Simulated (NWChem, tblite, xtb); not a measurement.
# A ladder of methods for CH5GaO (SMILES [CH3][GaH][OH])

CH5GaO has 8 atoms, charge 0, and is taken as a singlet. SMILES: `[CH3][GaH][OH]`. The shape comes from GFN2-xTB, which is rough for such elements, and wasn't checked as a minimum. This is one conformer, not always the lowest.

```xyz
8

C    -0.7954    0.9437   -0.4190
Ga    0.7812   -0.2581   -0.0292
O     0.3865   -1.5870    0.9817
H    -0.5068    1.9828   -0.5762
H    -1.4740    0.8763    0.4333
H    -1.3247    0.5973   -1.3081
H     2.2715   -0.1674   -0.4991
H     0.6617   -2.3876    1.4165
```

Each level gives the dipole moment (D). The values are calculated.

```
                             level             kind  program  value (D)   CPU time
                          GFN1-xTB   semi-empirical   tblite       0.45  under 2 s
                         IPEA1-xTB   semi-empirical   tblite       0.21  under 2 s
                          GFN2-xTB   semi-empirical      xtb       0.61  under 2 s
                          GFN0-xTB   semi-empirical      xtb       0.43  under 2 s
                         HF/STO-3G     Hartree–Fock   NWChem       0.90      3.3 s
                          HF/3-21G     Hartree–Fock   NWChem       0.78      2.5 s
B3LYP/6-31G* (spherical functions)    global hybrid   NWChem       0.32       19 s
B3LYP/6-31G* (Cartesian functions)    global hybrid   NWChem       0.33       19 s
                   M06-2X/6-311G**  hybrid meta-GGA   NWChem       0.48       18 s
```

All-electron rows without a relativistic Hamiltonian named are non-relativistic. The values span 0.21 to 0.90 D. Magnitudes only. Sets without polarisation functions give poor dipoles. CPU times are rough (shared hosts, several kinds of processor and program).
